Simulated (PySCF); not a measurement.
Species: C₅H₁₀S₂.
Atom-mapped SMILES: `[CH3:1][CH2:2][CH:3]1[S:4][CH2:5][CH2:6][S:7]1` (hydrogens: H8, H9, H10 on C1; H11, H12 on C2; H13 on C3; H14, H15 on C5; H16, H17 on C6)

Computed by this run: PBE0-D3(BJ)/def2-SVP geometry optimisation, gas phase (PySCF); density fitting, grid level 1; the optimiser is geomeTRIC in internal coordinates, started from a GFN2-xTB structure with every atom displaced at random (about 0.01 Å).

Step 0: E = -26994.9375 eV
```
atom  x, y, z in Å  |  force x, y, z in eV/Å
C1      2.5500   -0.3662   -0.2026   -1.486   1.764   0.245
C2      1.2216    0.2170   -0.7637    1.062  -0.079   1.199
C3      0.2958    0.7140    0.3425    0.395  -0.140  -0.284
S4     -0.2978   -0.6361    1.3740   -0.874  -0.284  -0.013
C5     -1.7938   -0.9001    0.3136    0.178   0.595   1.007
C6     -2.4283    0.4682    0.1216    1.015  -0.016   0.241
S7     -1.1036    1.6486   -0.3410   -0.488   0.055  -0.171
H8      3.1123    0.4437    0.2929    0.076  -0.143   0.018
H9      2.3220   -1.1288    0.5279    0.005  -0.594   0.373
H10     3.1353   -0.7484   -1.0012    0.855  -0.646  -0.940
H11     1.4259    1.0578   -1.4212    0.141   0.327  -0.447
H12     0.7138   -0.5443   -1.3344   -0.480  -0.463  -0.518
H13     0.8234    1.4014    1.0110    0.233   0.097   0.161
H14    -2.4725   -1.5765    0.8529    0.065  -0.113  -0.028
H15    -1.4774   -1.3459   -0.6209    0.033  -0.257  -0.559
H16    -3.1604    0.4742   -0.6718   -0.522  -0.040  -0.560
H17    -2.8830    0.8332    1.0432   -0.208  -0.064   0.278
```

Question: Estimate the geometry and energy of step 1. (The exact step hangs on the optimiser's Hessian estimate; all steps are aligned on step 0, rigid shifts and turns removed.)

Answer: E = -26995.0736 eV, largest force 0.282 eV/Å
```
atom  x, y, z in Å  |  force x, y, z in eV/Å
C1      2.5368   -0.3580   -0.2139    0.062  -0.170  -0.216
C2      1.2468    0.2405   -0.7475   -0.067  -0.100  -0.179
C3      0.3087    0.7299    0.3461   -0.096   0.042   0.109
S4     -0.3450   -0.5961    1.4143    0.053  -0.033  -0.049
C5     -1.7886   -0.8889    0.3572    0.074  -0.041  -0.171
C6     -2.4266    0.4626    0.1140   -0.169   0.045  -0.023
S7     -1.1263    1.6430   -0.3636    0.073   0.013  -0.031
H8      3.1348    0.3912    0.3245    0.041   0.049   0.052
H9      2.3178   -1.1849    0.4812    0.034   0.019  -0.035
H10     3.1595   -0.7573   -1.0390   -0.140   0.098   0.207
H11     1.4659    1.0951   -1.4151   -0.024  -0.060   0.052
H12     0.7011   -0.4952   -1.3705    0.090   0.105   0.076
H13     0.8386    1.4184    1.0245   -0.013   0.007  -0.002
H14    -2.4621   -1.5800    0.8870    0.008   0.025   0.012
H15    -1.4814   -1.3616   -0.5945   -0.035   0.043   0.141
H16    -3.1645    0.4359   -0.7081    0.084  -0.047   0.079
H17    -2.9318    0.8172    1.0262    0.025   0.006  -0.021
```

The energy changes by -0.1361 eV. The first-order estimate −F·Δx gives -0.3047 eV and the mean of the old and new forces, exact on a quadratic surface, -0.1355 eV. The step makes an angle of 67° with the force vector and moves no atom by more than 0.074 Å.

The cost below is that of the whole optimisation. The run took 2.2 min of wall time on an Arm Neoverse N1 with one thread, shared host with 64 logical CPUs at a one-minute load of 61, and the process peaked at 0.64 GiB of memory.
